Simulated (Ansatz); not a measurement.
Consider the isomerisation: `[SiH3]C[AsH2]` → `C[AsH][SiH3]`.

Computed with Ansatz on PBE0-D4/def2-TZVP structures; ΔE is electronic, products minus reactants. CCSD(T)/CBS is the MP2 limit (def2-TZVPP, def2-QZVPP) plus CCSD(T) − MP2 in def2-TZVPP, frozen cores. DFT in def2-TZVPP. For As outer-core shells are correlated without core-valence functions, which leaves a few kJ/mol of doubt a bond. Scalar relativity is left out up to krypton.

| level | ΔE (kcal/mol) | difference from CCSD(T)/CBS |
| --- | --- | --- |
| PBE-D4 | -7.8 | -1.6 |
| r2SCANh-D4 | -7.1 | -0.9 |
| BHLYP-D4 | -6.4 | -0.2 |
| PBE-QIDH | -6.8 | -0.6 |
| PBE | -8.0 | -1.8 |
| BLYP | -7.4 | -1.2 |
| r2SCANh | -7.1 | -0.9 |
| HF/def2-SVP | -6.0 | 0.2 |
| MP2/def2-TZVPP | -6.1 | 0.1 |
| MP2/def2-QZVPP | -6.1 | 0.1 |
| CCSD(T)/CBS | -6.2 | 0 |

Largest T1 diagnostic among the species: 0.011.

Leaving LDA and LC-ωPBE aside and taking each functional with its dispersion term where it has one, the values, not all of them listed here, spread over 1.9 kcal/mol, from PBE-D4 to ωB97M-V. LDA lies +1.5 kcal/mol from PBE without D4. At CCSD(T), def2-SVP lies +0.8 kcal/mol from the extrapolated value and def2-TZVPP +0.3 kcal/mol. From BLYP to BHLYP (50 % exact exchange), in def2-TZVPP and without D4, ΔE moves by +0.9 kcal/mol.
